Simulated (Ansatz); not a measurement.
`COB(O)C(C)C` + H₂ → `COBO` + `CCC`  (hydrogenolysis of a B–C bond)

Computed with Ansatz on PBE0-D4/def2-TZVP structures; ΔE is electronic, products minus reactants. CBS: MP2 limit from def2 TZ/QZ plus the TZ coupled-cluster correction, frozen cores. This one scheme is used for every species. Functionals use def2-TZVPP. HSE06 is defined as in plane-wave codes. Each species was taken in one conformer, which may not be the lowest.

`COB(O)C(C)C`:

Z-matrix (Å, degrees):
```
C
O 1 1.406
H 1 1.094 2 110.3
H 1 1.091 2 108.3 3 118.5
H 1 1.093 2 112.3 3 -121.4
B 2 1.367 1 124.4 3 95.8
C 6 1.580 2 125.1 1 -0.3
O 6 1.365 2 115.9 1 -178.7
C 7 1.525 6 112.7 2 160.9
C 7 1.534 6 109.6 2 -75.4
H 7 1.099 6 108.4 2 41.5
H 8 0.962 6 111.4 2 0.8
H 9 1.092 7 111.8 6 -59.2
H 9 1.094 7 111.0 6 -179.8
H 9 1.093 7 110.9 6 60.3
H 10 1.093 7 112.5 6 57.9
H 10 1.094 7 110.8 6 -62.5
H 10 1.094 7 110.8 6 178.4
```

H₂:

Cartesian coordinates in Å:
```
H -0.150 0.036 -0.340
H 0.150 -0.036 0.340
```

`COBO`:

```xyz
9

C    -0.310   -1.084    0.753
O    -0.408   -0.165   -0.312
B     0.430    0.896   -0.418
O     0.296    1.754   -1.459
H     0.511   -0.830    1.429
H    -0.142   -2.085    0.349
H    -1.247   -1.086    1.315
H     1.294    1.101    0.387
H    -0.424    1.502   -2.046
```

`CCC`:

Z-matrix (Å, degrees):
```
C
C 1 1.519
H 1 1.094 2 111.1
H 1 1.094 2 111.1 3 119.5
H 1 1.093 2 111.7 3 -120.3
C 2 1.519 1 112.7 3 -59.7
H 2 1.095 1 109.5 3 178.2
H 2 1.095 1 109.5 3 62.4
H 6 1.094 2 111.0 1 59.7
H 6 1.093 2 111.7 1 -180.0
H 6 1.094 2 111.1 1 -59.7
```

CCSD(T)/CBS gives -0.29 eV.

Question: Another level gave -0.29 eV. Which?
A. HSE06/def2-TZVPP
B. CCSD/def2-TZVPP
C. PBE-D4/def2-TZVPP
D. BHLYP/def2-TZVPP

Answer: C. PBE-D4 -0.29, CCSD/def2-TZVPP -0.36, HSE06 -0.43, BHLYP -0.53 eV.

Largest T1 diagnostic among the species: 0.013.

Leaving LDA and LC-ωPBE aside and taking each functional with its dispersion term where it has one, the values, not all of them listed here, spread over 0.21 eV, from B2PLYP to revPBE-D4. LDA lies +0.19 eV from PBE without D4. From r2SCAN to r2SCAN0 (25 % exact exchange), in def2-TZVPP and without D4, ΔE moves by −0.03 eV. In def2-TZVPP, CCSD(T) changes the Hartree–Fock value by +0.37 eV (the triples alone add +0.06 eV) and MP2 by +0.41 eV.
